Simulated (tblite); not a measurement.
C6H12NOP.
Numbering: `[CH3:1][CH2:2][P@@:3]([CH3:4])(=[O:5])[CH2:6][CH2:7][C:8]#[N:9]` (hydrogens: H10, H11, H12 on C1; H13, H14 on C2; H15, H16, H17 on C4; H18, H19 on C6; H20, H21 on C7)

Cartesian coordinates in Å at the GFN2-xTB level; atoms count from 1:
```xyz
21
C6H12NOP angstrom
C     -2.559   -1.056    0.424
C     -1.899    0.046   -0.388
P     -0.245    0.460    0.318
C      0.291    1.955   -0.594
O     -0.249    0.630    1.777
C      0.869   -0.922   -0.210
C      2.200   -0.799    0.532
C      3.037    0.205   -0.068
N      3.696    0.993   -0.571
H     -2.495   -0.810    1.482
H     -2.065   -2.012    0.264
H     -3.607   -1.164    0.152
H     -2.488    0.965   -0.317
H     -1.810   -0.224   -1.441
H      0.312    1.796   -1.667
H      1.280    2.243   -0.245
H     -0.409    2.752   -0.347
H      0.377   -1.850    0.091
H      1.009   -0.933   -1.290
H      2.746   -1.748    0.528
H      1.999   -0.510    1.570
```

Method: GFN2-xTB as coded in tblite; computed harmonic values from a numerical Hessian at the method's own geometry, unscaled. Errors from tens to a few hundred cm⁻¹ against measured bands are possible. One conformer, not necessarily the lowest.

Harmonic wavenumbers (cm⁻¹): 25.4, 64.7, 78.8, 137.5, 150.6, 165.4, 187.6, 196.4, 253.9, 265.0, 282.2, 360.6, 383.9, 411.0, 548.9, 625.2, 699.0, 731.7, 742.2, 798.7, 849.0, 853.6, 904.8, 944.9, 975.3, 1009.2, 1071.2, 1077.0, 1088.8, 1145.6, 1216.4, 1243.8, 1253.0, 1261.9, 1304.7, 1319.1, 1407.3, 1411.6, 1420.0, 1426.5, 1435.2, 1437.7, 1492.8, 1495.8, 2410.8, 2938.2, 2944.0, 2950.3, 2957.7, 2977.4, 2990.8, 3004.0, 3018.6, 3025.3, 3031.1, 3036.6, 3040.7.

A = 2589, B = 842.2, C = 769.2 MHz; mass 145.066 u (most abundant isotopes); point group C1, symmetry number 1.

**Question.** What is the zero-point energy?

**Answer.** Half the sum of the wavenumbers: 37240 cm⁻¹ = 106.47 kcal/mol.

**Question.** Entropy at 350 K, 1 bar (ideal gas, RRHO, classical rotation)?

**Answer.** Translation 41.65, rotation 30.12, vibration 44.25: S = 116.0 cal/(mol K).

**Question.** And Cp and H(350 K) − H(0)?

**Answer.** Cp = 49.26 cal/(mol K), of which vibrations give 41.31 (their classical limit is 57 R = 113.3); H(350 K) − H(0) = 10.53 kcal/mol without the zero-point energy, 7.75 from vibrations.

**Question.** How do the functions run with temperature in this model?

**Answer.** 
```
 T (K)  S (cal/(mol K))  Cp (cal/(mol K))  H − H(0) (kcal/mol)  G − H(0) (kcal/mol)  ln q(vib)
    50             61.3              14.8                 0.55                -2.52       0.99
   100             74.1              22.6                 1.49                -5.91       2.65
298.15            108.6              43.8                 8.12               -24.25       9.45
373.15            119.2              51.6                11.70               -32.79      11.86
   500            136.0              63.1                19.00               -49.00      15.77
   750            164.9              79.5                36.99               -86.73      23.03
  1000            189.4              90.5                58.33              -131.10      29.66
```

q(vib) and H(0) count from the zero-point level.

**Question.** Which modes carry the vibrational entropy at 350 K?

**Answer.** 25.4 cm⁻¹: 6.48; 64.7 cm⁻¹: 4.62; 78.8 cm⁻¹: 4.24; 137.5 cm⁻¹: 3.15; 150.6 cm⁻¹: 2.97; 165.4 cm⁻¹: 2.79 cal/(mol K); the other 51 give 20.00 together.

**Question.** Blend soft modes into free rotors: weight 1/[1 + (100 cm⁻¹/ν̃)⁴] for the oscillator and the rest for a rotor with moment μB/(μ + B), μ = h/(8π²ν), B = 10⁻⁴⁴ kg m². What vibrational entropy results?

**Answer.** 40.25 cal/(mol K) in place of 44.25, which changes −T·S at 350 K by +1.40 kcal/mol.

**Question.** What must be added to the electronic energy to get the Gibbs energy at 350 K and 1 bar?

**Answer.** ZPE + [H(350 K) − H(0)] − T·S = 106.47 + 10.53 − 40.61 = 76.39 kcal/mol.

Hindered rotation and anharmonicity are outside this model. Other conformers, if any are populated, would add a mixing term that is left out. The structure is chiral; the term R ln 2 for an equal mix with its mirror image is left out.
